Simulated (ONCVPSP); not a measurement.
Potentials for V compared

Generated with ld1.x 7.5 (TM, RRKJ, ultrasoft, PAW), atompaw 4.2 or ONCVPSP 4.0.1. The cutoff is in Ry: for ld1.x and atompaw files where the sum of valence levels is converged to 10 mRy in a Bessel basis, for ONCV files where the hardest occupied wave has 1 mHa per electron of residual kinetic energy. The error is the largest all-electron minus pseudo excitation energy over each file’s own four to seven test configurations (ionisations up to +4, promotions, holes and added fractions of an electron), all of which were solved. The labels leave out finer settings (local radius, basis sizes, second energies), which also bear on the numbers. Spin-polarised tests are not counted. The rows are a selection from randomly drawn settings: files with unsolved tests, undetermined cutoffs or missed reference levels are left out.

A true bound ghost makes a file unfit for plane-wave use even where its test errors are small: the radial tests pick states by their node count and pass the ghost by.

| potential | cutoff (Ry) | largest error (meV) | bound ghosts |
| --- | --- | --- | --- |
| ONCV, PBE, scalar-relativistic, rc 2.75/2.70/1.85 (spd), local smoothed, core correction yes, reference 3d3 4s2, qcut 2.3/2.6/9.2, projectors 2/2/3 | 60 | -414 | none |
| ONCV, LDA (Perdew-Wang 92), scalar-relativistic, rc 1.85/1.70/2.20 (spd), local smoothed, core correction yes, reference 3s2 3p6 3d3 4s1.75 4p0.25, qcut 7.8/7.3/8.5, projectors 3/2/1 | 47 | -0.8 | none |
| ONCV, LDA (Perdew-Wang 92), scalar-relativistic, rc 1.75/1.10/2.05 (spd), local smoothed, core correction yes, reference 3s2 3p6 3d3 4s1.5, qcut 5.7/8.6/8.8, projectors 2/2/3 | 52 | -490 | none |
| ONCV, PBE, scalar-relativistic, rc 2.65/2.85/1.55 (spd), local smoothed, core correction yes, reference 3d3 4s2, qcut 2.5/2.9/9.5, projectors 2/2/3 | 71 | +224 | s |
| ONCV, LDA (Perdew-Wang 92), scalar-relativistic, rc 1.55/1.65/1.80 (spd), local smoothed, core correction yes, reference 3s2 3p6 3d3 4s2, qcut 7.2/6.5/10.4, projectors 2/3/3 | 69 | +28 | none |
| ONCV, LDA (Perdew-Wang 92), scalar-relativistic, rc 1.75/1.60/2.05 (spd), local smoothed, core correction yes, reference 3s2 3p6 3d3 4s2, qcut 5.9/7.9/8.4, projectors 2/3/2 | 50 | +86 | none |

(1) Fill in the row for V: ONCV, PBE, scalar-relativistic, rc 2.16/1.92/2.22 (spd), local smoothed, core correction no, reference 3s2 3p6 3d3 4s2, qcut 8.5/6.9/9.5, projectors 2/2/3.

(2) Fill in the row for V: ONCV, PBE, fully relativistic, rc 1.80/1.05/2.25 (spd), local smoothed, core correction yes, reference 3s2 3p6 3d3 4s2, qcut 8.3/6.6/6.9, projectors 2/1/2.

Answers

(1) cutoff 52 Ry, largest error +73 meV, bound ghosts: none.

(2) cutoff 79 Ry, largest error +167 meV, bound ghosts: none.
